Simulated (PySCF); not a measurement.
## Diatomic cations of Sb with the alkali metals

CCSD(T) with double-zeta basis sets in PySCF, for the lowest determinant that a PBE0 search found; no spin–orbit coupling. De refers to high-spin ground-configuration atoms (the charge goes to the atom of lower measured ionisation energy or higher electron affinity, which is not always the lowest computed limit).

```json
{"M": "Li", "basis": "def2-SVP", "reference, frozen orbitals": "UHF, 4", "charged atom": "Li+", "state (unpaired electrons)": "quartet (σ ↑, π ↑↑)", "Re (Å)": "3.027", "ωe (cm⁻¹)": "191", "De (eV)": "0.39"}
{"M": "Na", "basis": "cc-pVDZ/cc-pVDZ-PP", "reference, frozen orbitals": "UHF, 5", "charged atom": "Na+", "state (unpaired electrons)": "quartet (σ ↑, π ↑↑)", "Re (Å)": "3.402", "ωe (cm⁻¹)": "103", "De (eV)": "0.30"}
{"M": "K", "basis": "x2c-SVPall", "reference, frozen orbitals": "UHF, 23", "charged atom": "K+", "state (unpaired electrons)": "quartet (σ ↑, π ↑↑)", "Re (Å)": "3.866", "ωe (cm⁻¹)": "67.1", "De (eV)": "0.23"}
{"M": "Cs", "basis": "def2-SVP", "reference, frozen orbitals": "UHF, 4", "charged atom": "Cs+", "state (unpaired electrons)": "quartet (σ ↑, π ↑↑)", "Re (Å)": "4.323", "ωe (cm⁻¹)": "32.7", "De (eV)": "0.11"}
```

Question: By what factor does the harmonic wavenumber vary along the series?

Answer: At CCSD(T) it runs from 32.7 cm⁻¹ (CsSb⁺) to 191 cm⁻¹ (LiSb⁺), a factor of 5.84.

The rows differ in basis set, which adds steps of its own.

Down a group the atoms grow and get heavier, so bonds lengthen and wavenumbers fall; this series shows no clear exception.

Correlated steps freeze the inner cores (4 to 23 orbitals); shallow outer-core shells are correlated. Weak bonds: CsSb⁺, KSb⁺, LiSb⁺, NaSb⁺. Basis-set superposition, not corrected here, can be much of De in a small basis, most of all at correlated wavefunction levels. These are scalar-relativistic numbers at best; spin–orbit coupling would shift them, the dissociation energy most. For an ion De counts to the pair picked by the measured ionisation energies or electron affinities, which need not be the lowest pair at this level. States were picked by a PBE0 search and need not be the measured ground states.
